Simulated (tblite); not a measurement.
Record of a relaxation.

Compound: C6H12FNSi.
Atom-mapped SMILES: `[NH2:1][CH2:2][C@@:3]12[CH2:4][CH2:5][C@:6]1([SiH2:7][F:8])[CH2:9]2` (hydrogens: H10, H11 on N1; H12, H13 on C2; H14, H15 on C4; H16, H17 on C5; H18, H19 on Si7; H20, H21 on C9)

Computed with GFN2-xTB (tblite), gas phase: L-BFGS steps from a force-field or distance-geometry start until the largest atomic force falls under 0.01 eV/Å. 5 of its 149 geometries are shown.

Step 0: E = -771.0673 eV, largest atomic force 2.372 eV/Å
```
atom  x, y, z in Å  |  force x, y, z in eV/Å
N1      1.621    1.554    0.698    1.270   1.265   0.628
C2      1.459    0.114    0.800    1.844  -0.018   0.599
C3      0.611   -0.364   -0.308   -0.328   1.332   0.819
C4      0.246   -1.794   -0.503    0.288  -2.254  -0.679
C5     -1.202   -1.440   -0.745   -0.452  -0.167  -1.799
C6     -0.859   -0.025   -0.406   -0.683   1.241   0.141
Si7    -1.733    0.916    0.890   -1.657   1.089   0.780
F8     -3.400    0.901    0.567    1.630  -0.069   0.332
C9      0.122    0.612   -1.359    0.064  -1.366  -0.511
H10     2.019    1.829   -0.233   -0.429  -0.562   1.020
H11     2.370    1.827    1.387   -1.054  -0.116  -0.712
H12     2.493   -0.304    0.704   -0.351  -0.581   0.043
H13     1.108   -0.182    1.832    0.038   0.438  -0.961
H14     0.681   -2.319   -1.375    0.312   0.019   0.539
H15     0.295   -2.431    0.409    0.545   0.573  -0.589
H16    -1.466   -1.478   -1.826   -0.245  -0.429   0.605
H17    -1.930   -1.963   -0.138   -0.109   0.145   0.001
H18    -1.574    0.341    2.242   -0.228  -0.064  -0.321
H19    -1.345    2.330    0.954   -0.187  -0.209  -0.138
H20     0.241    0.198   -2.378   -0.462   0.674   0.433
H21     0.233    1.695   -1.210    0.194  -0.941  -0.230
```

Step 37: E = -771.9046 eV, largest atomic force 0.054 eV/Å
```
atom  x, y, z in Å  |  force x, y, z in eV/Å
N1      1.751    1.532    0.810   -0.045   0.004   0.002
C2      1.603    0.088    0.752   -0.011  -0.027  -0.002
C3      0.579   -0.327   -0.273   -0.031  -0.038   0.023
C4      0.296   -1.790   -0.594   -0.013  -0.033  -0.005
C5     -1.206   -1.467   -0.692    0.000   0.018  -0.011
C6     -0.911   -0.004   -0.333    0.000  -0.013  -0.010
Si7    -1.861    1.053    0.871    0.012  -0.017  -0.025
F8     -3.424    0.960    0.467   -0.010   0.011   0.003
C9      0.050    0.535   -1.364    0.009  -0.004   0.008
H10     2.271    1.864    0.005   -0.014   0.021  -0.018
H11     2.261    1.800    1.642    0.037   0.020   0.000
H12     2.545   -0.443    0.523    0.040   0.018   0.008
H13     1.271   -0.248    1.740   -0.009  -0.031   0.005
H14     0.771   -2.172   -1.498   -0.003  -0.001  -0.030
H15     0.526   -2.458    0.233    0.032  -0.003   0.030
H16    -1.653   -1.614   -1.676   -0.014   0.024   0.007
H17    -1.812   -1.983    0.050    0.030   0.016  -0.014
H18    -1.825    0.487    2.214   -0.019   0.006   0.037
H19    -1.516    2.461    0.789   -0.008   0.024  -0.005
H20     0.011    0.155   -2.377   -0.008   0.005   0.000
H21     0.264    1.589   -1.292    0.025   0.000  -0.005
```

Step 74: E = -771.9174 eV, largest atomic force 0.044 eV/Å
```
atom  x, y, z in Å  |  force x, y, z in eV/Å
N1      1.667    1.496    0.951    0.006  -0.012  -0.018
C2      1.643    0.058    0.732    0.016  -0.009   0.005
C3      0.593   -0.343   -0.269    0.015  -0.019  -0.009
C4      0.297   -1.804   -0.594   -0.034  -0.018  -0.004
C5     -1.204   -1.468   -0.663   -0.015   0.016   0.005
C6     -0.892   -0.006   -0.318    0.010   0.009  -0.002
Si7    -1.852    1.098    0.840    0.007  -0.006  -0.001
F8     -3.410    0.995    0.409    0.014  -0.002   0.000
C9      0.066    0.516   -1.365    0.004  -0.011  -0.001
H10     1.978    1.973    0.109   -0.010  -0.022   0.036
H11     2.327    1.720    1.688   -0.041   0.013  -0.010
H12     2.615   -0.349    0.392    0.000   0.015  -0.009
H13     1.412   -0.416    1.693    0.001   0.005  -0.001
H14     0.747   -2.181   -1.513    0.008   0.021   0.006
H15     0.542   -2.482    0.222    0.009   0.016   0.002
H16    -1.682   -1.618   -1.632    0.014   0.016   0.008
H17    -1.793   -1.974    0.099   -0.001   0.008  -0.003
H18    -1.853    0.598    2.210    0.008   0.005  -0.003
H19    -1.515    2.504    0.691    0.000  -0.011   0.005
H20     0.016    0.129   -2.374   -0.009  -0.003   0.004
H21     0.288    1.570   -1.309   -0.004  -0.013  -0.009
```

Step 111: E = -771.9584 eV, largest atomic force 0.074 eV/Å
```
atom  x, y, z in Å  |  force x, y, z in eV/Å
N1      1.227    1.326    1.196   -0.008   0.015  -0.032
C2      1.696    0.079    0.603   -0.060   0.017  -0.027
C3      0.652   -0.416   -0.361   -0.015  -0.033  -0.023
C4      0.247   -1.871   -0.561    0.008  -0.008  -0.014
C5     -1.227   -1.432   -0.637    0.016  -0.030   0.006
C6     -0.804    0.021   -0.389    0.000  -0.028   0.030
Si7    -1.585    1.197    0.829   -0.006   0.009   0.005
F8     -3.183    1.093    0.544    0.015   0.012   0.007
C9      0.143    0.409   -1.492    0.014  -0.015  -0.014
H10     1.350    2.090    0.541   -0.005  -0.002   0.066
H11     1.740    1.544    2.041    0.007   0.034   0.004
H12     2.663    0.192    0.086    0.064  -0.026   0.027
H13     1.823   -0.658    1.401   -0.019   0.004   0.008
H14     0.647   -2.355   -1.454    0.027   0.008   0.021
H15     0.472   -2.488    0.309   -0.045  -0.011  -0.032
H16    -1.716   -1.607   -1.595   -0.011   0.019   0.023
H17    -1.848   -1.840    0.157    0.018  -0.010  -0.004
H18    -1.491    0.732    2.205    0.023   0.042  -0.007
H19    -1.301    2.600    0.566    0.000  -0.027   0.017
H20     0.023   -0.040   -2.467    0.009   0.012  -0.045
H21     0.464    1.440   -1.520   -0.033   0.019  -0.016
```

Step 148: E = -771.9684 eV, largest atomic force 0.009 eV/Å
```
atom  x, y, z in Å  |  force x, y, z in eV/Å
N1      1.198    1.359    1.149   -0.001   0.002  -0.006
C2      1.653    0.071    0.639   -0.002  -0.006  -0.004
C3      0.652   -0.421   -0.370   -0.002  -0.002   0.001
C4      0.258   -1.876   -0.599    0.001  -0.001   0.001
C5     -1.220   -1.447   -0.656    0.000   0.002  -0.002
C6     -0.806    0.006   -0.395    0.002   0.001   0.003
Si7    -1.537    1.197    0.841   -0.002   0.000   0.002
F8     -3.147    1.067    0.644   -0.004  -0.001   0.001
C9      0.142    0.414   -1.493   -0.002   0.000  -0.001
H10     1.397    2.096    0.484   -0.003   0.001   0.001
H11     1.652    1.593    2.022    0.005   0.000   0.007
H12     2.665    0.113    0.203    0.002   0.003  -0.001
H13     1.678   -0.634    1.476   -0.002  -0.002   0.005
H14     0.664   -2.333   -1.502    0.001   0.000  -0.001
H15     0.481   -2.515    0.253    0.005  -0.003   0.000
H16    -1.726   -1.610   -1.608    0.000  -0.006  -0.005
H17    -1.824   -1.872    0.142   -0.002   0.007   0.000
H18    -1.371    0.786    2.226    0.000   0.003   0.005
H19    -1.290    2.596    0.528    0.001   0.001   0.000
H20     0.034   -0.024   -2.476   -0.001   0.000  -0.002
H21     0.439    1.452   -1.510    0.002   0.000  -0.004
```

Task: Summarise the path.

Result: The energy falls by 0.9011 eV from step 0 to step 148; nine tenths of that is first reached at step 23. It falls at every step. The largest force goes from 2.372 to 0.009 eV/Å. Among the bonds Si7–F8 changes most, from 1.698 to 1.627 Å; the atoms move by 0.485 Å rms after alignment.

The cost below is that of the whole relaxation. The run took 2.1 s on an Arm Neoverse N1 with one thread, on a shared host.
